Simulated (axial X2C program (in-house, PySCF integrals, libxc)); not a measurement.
# Spectroscopic constants of CdSi⁺

Calculated with an axial X2C code built on PySCF integrals. Spin-free means the one-electron spin-free X2C Hamiltonian; two-component (2c) means X2C with spin–orbit coupling and atomic mean-field two-electron Coulomb and Gaunt terms, so the difference of the two also holds small scalar two-electron terms. Basis: Cd dyall-cv3z [12s12p8d5f3g], Si dyall-v3z [8s7p2d1f] (cores contracted in-house); Gaussian nuclei, density fitting, unrestricted open shells. Masses: Cd 113.903 u, Si 27.977 u.

Input file and command:
```json
{"zs": [48, 14], "q": 1, "bas": ["dyall-cv3z", "dyall-v3z"], "levels": ["PBE0", "HF", "r2SCAN"], "cc": true, "r0": 2.52, "thr": -2.0, "nmax": 90, "npts": 10, "nst": 2, "ntry": 6}
```
```bash
python so2c.py task.json out
```

Keys: zs atomic numbers; q charge; bas basis sets; levels methods; cc coupled cluster on or off; r0 starting distance in Å; thr threshold in hartree for freezing inner shells (an s shell follows its p shell); nmax most natural virtual spinors; npts points on the curve; nst determinants followed; ntry starts of the search. HF also brings MP2.

State, spin-free: M_S = 1/2, Λ = 1 (beyond evenly filled blocks: π+α); electrons by block: σα: 14, σβ: 14, π+α: 7, π+β: 6, π-α: 6, π-β: 6, δ+α: 2, δ+β: 2, δ-α: 2, δ-β: 2. Fragments: Cd + Si+ for PBE0, r2SCAN; Cd+ + Si for HF.

State, 2c: Ω = 1/2 (⟨Sz⟩ = -0.50, ⟨Lz⟩ = 1.00 at PBE0); electrons by block: 1/2: 21, -1/2: 20, 3/2: 8, -3/2: 8, 5/2: 2, -5/2: 2. Fragments: Cd + Si+ for PBE0, r2SCAN; Cd+ + Si for HF.

```tsv
Hamiltonian	level	Re (Å)	ωe (cm⁻¹)	αe (cm⁻¹)	De (eV)	D0 (eV)	k (mdyn/Å)	μ (D)
spin-free	PBE0	2.673	217.4	0.000675	1.84	1.83	0.626	2.12
spin-free	HF	2.789	197.2	0.000639	0.963	0.951	0.515	1.47
spin-free	r2SCAN	2.646	221.3	0.000707	1.79	1.77	0.648	2.12
2c	PBE0	2.669	217.6	0.000679	1.86	1.84	0.627	2.12
2c	HF	2.787	197.0	0.00064	0.974	0.962	0.513	1.47
2c	r2SCAN	2.642	221.8	0.000712	1.80	1.79	0.651	2.12
```

Dipoles are positive if Si is the positive end and refer to the centre of mass.

The state is one determinant whose occupation by symmetry is held fixed; it was picked as the lowest of a PBE0 search that is not exhaustive. De is counted from the lowest determinant-based energies of the atoms at the same level, without counterpoise correction. Density functionals use the spin component along the axis (collinear). The 2c atoms are single determinants rather than J levels; their spin–orbit lowering is only partly caught, and De is too large by that part. This holds for PBE0, r2SCAN. Without a current term, density functionals place determinants with orbital angular momentum somewhat too high. Some points did not converge and are left out.

No reliable constants came from CCSD (2c), CCSD (spin-free), CCSD(T) (2c), CCSD(T) (spin-free), MP2 (2c), MP2 (spin-free): no minimum in range, unconverged points, a curve that is not smooth, a change of character along it, or the two Hamiltonians disagreeing along it.

Rough cost a point (2c) on 1 thread(s) of a shared host, integrals apart: PBE0 0.7 s, HF 2.3 s, r2SCAN 0.7 s.

The whole task took 3.3 min on 1 thread of Arm Neoverse V1, on a shared host.
